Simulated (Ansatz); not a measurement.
Gas-phase electronic energies from Ansatz, PBE0-D4/def2-TZVP geometries. CCSD(T)/CBS adds triple-zeta CCSD(T) − MP2 to the extrapolated MP2 energy (def2 sets, frozen cores). This one scheme is used for every species. DFT in def2-TZVPP. For Ga, Se outer-core shells are correlated without core-valence functions, which leaves a few kJ/mol of doubt a bond. Scalar relativity is left out up to krypton. Each species was taken in one conformer, which may not be the lowest.

`C[CH2][Ga]([Cl])[Cl]` + H₂Se → `[Cl][Ga]([Cl])[SeH]` + `CC`  (ligand exchange at a Ga–C bond)

`C[CH2][Ga]([Cl])[Cl]`:

Cartesian coordinates in Å:
```
C -0.356 -0.667 1.144
C -0.694 0.124 -0.112
Ga 0.859 0.649 -1.179
Cl 2.864 0.147 -0.618
Cl 0.718 1.767 -2.998
H 0.167 -1.597 0.910
H -1.264 -0.930 1.694
H 0.286 -0.100 1.820
H -1.231 1.048 0.123
H -1.350 -0.440 -0.783
```

H₂Se:

Z-matrix (Å, degrees):
```
Se
H 1 1.467
H 1 1.467 2 91.2
```

`[Cl][Ga]([Cl])[SeH]`:

Cartesian coordinates in Å:
```
Cl -0.163 -2.498 -0.807
Ga -0.154 -0.541 0.022
Cl -1.179 -0.236 1.860
Se 0.940 1.164 -1.065
H 0.555 2.111 -0.010
```

`CC`:

Cartesian coordinates in Å:
```
C -0.128 0.114 -0.740
C 0.128 -0.114 0.740
H 0.753 0.529 -1.237
H -0.382 -0.819 -1.249
H -0.954 0.811 -0.899
H -0.752 -0.529 1.237
H 0.382 0.819 1.249
H 0.954 -0.811 0.899
```

(1) Is it downhill or uphill in electronic energy at CCSD(T)/CBS, and by how much? (An estimate is asked.)

(2) What do these levels give: r2SCANh-D4, ωB97X-V, PBE-QIDH, r2SCANh, RPA@PBE/def2-TZVPP, CCSD/def2-TZVPP? (An estimate is asked.)

(3) What do rigid-rotor, harmonic-oscillator terms from PBE0-D4/def2-TZVP frequencies (298.15 K, 1 bar) make of the CCSD(T)/CBS value? (Best estimate.)

Largest T1 diagnostic among the species: 0.011.

Results:

(1) Computed: Downhill: ΔE = -104.2 kJ/mol.

(2) The calculation gave: r2SCANh-D4 -111.3, ωB97X-V -105.9, PBE-QIDH -112.7, r2SCANh -112.1, RPA@PBE/def2-TZVPP -102.3, CCSD/def2-TZVPP -107.3 kJ/mol.

(3) Computed: ΔZPE = +11.8 kJ/mol, ΔH = -94.3 kJ/mol, ΔS = -15 J/(mol·K), ΔG = -89.7 kJ/mol. Modes under 50 cm⁻¹ make the entropy rough.

From BLYP to BHLYP (50 % exact exchange), in def2-TZVPP and without D4, ΔE moves by −6.9 kJ/mol. In def2-TZVPP, CCSD(T) changes the Hartree–Fock value by +15.4 kJ/mol (the triples alone add +0.8 kJ/mol) and MP2 by +12.5 kJ/mol. At CCSD(T), def2-SVP lies −6.8 kJ/mol from the extrapolated value and def2-TZVPP −2.3 kJ/mol.
